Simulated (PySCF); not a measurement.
# Correlation energy of Pb²⁺ (lead, charge +2)

[Xe] 4f14 5d10 6s2, closed-shell 1S. Computed with PySCF 2.14 in cc-pVDZ-PP with ECP60MDF, with scalar relativity through the core potential. Frozen: 5s2 5p6 5d10; 2 electrons correlated.

Total MP2 correlation energy: -17.28 mhartree.

Same-spin part 0.00 and opposite-spin part -17.28 mhartree; SCS-MP2 scales them by 1/3 and 6/5 to -20.73 mhartree.

With two correlated electrons CCSD is exact within the correlated space (frozen core and kept virtual orbitals).

```csv
level,correlation energy (mhartree)
CCSD,-24.93
```

Diagnostics: T1 = 0.00026, D1 = 0.0004, largest double amplitude 0.078.

Cost of the coupled-cluster step: 0.03 s of wall time on 1 thread of Neoverse-V2 (shared host), for 2 correlated electrons.
